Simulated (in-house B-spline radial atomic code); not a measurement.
Values are calculated unless marked as measured or tabulated.
C6 from the polarisability at imaginary frequency: Ge V (Ge4+)

TDHF linear response of the closed shell [Ar] 3d10, from an all-electron radial atomic-structure program (B-spline basis); scalar-relativistic (spin-free one-electron X2C), finite nucleus, no spin-orbit coupling.

The dispersion coefficient of two like species is C6 = (3/π) ∫ α(iu)² du from 0 to ∞.

```json
{"u (hartree)": "0", "α(iu) (bohr³)": "0.7626"}
{"u (hartree)": "0.335", "α(iu) (bohr³)": "0.749"}
{"u (hartree)": "0.783", "α(iu) (bohr³)": "0.6976"}
{"u (hartree)": "1.34", "α(iu) (bohr³)": "0.6126"}
{"u (hartree)": "2.24", "α(iu) (bohr³)": "0.4853"}
{"u (hartree)": "3.35", "α(iu) (bohr³)": "0.3685"}
{"u (hartree)": "5.03", "α(iu) (bohr³)": "0.2545"}
{"u (hartree)": "7.83", "α(iu) (bohr³)": "0.153"}
{"u (hartree)": "11.2", "α(iu) (bohr³)": "0.09424"}
{"u (hartree)": "16.8", "α(iu) (bohr³)": "0.05106"}
{"u (hartree)": "28", "α(iu) (bohr³)": "0.02204"}
{"u (hartree)": "55.9", "α(iu) (bohr³)": "0.006615"}
```

Q: Fit one oscillator, α(iu) = α(0)/(1 + u²/ω²), through u = 7.83 and estimate C6.

A: From α(0)/α(iu) − 1 = 0.7626/0.153 − 1 = 3.9843, ω = u/√3.9843 = 3.9227 hartree (106.7 eV). London's formula gives C6 = (3/4) α(0)² ω = 0.75 × 0.7626² × 3.9227 = 1.711 hartree·bohr⁶, and the oscillator holds f = α(0) ω² = 11.73 electrons, of a sum of oscillator strengths of 27.8.

Q: How does that compare with the full integral?

A: The program's quadrature over all excitations gives C6 = 1.438, so the single oscillator is off by +19.0 %. At the last point the fit gives α = 0.00374 against 0.00662: higher excitations, and deeper shells where there are any, keep the true curve higher at large u.
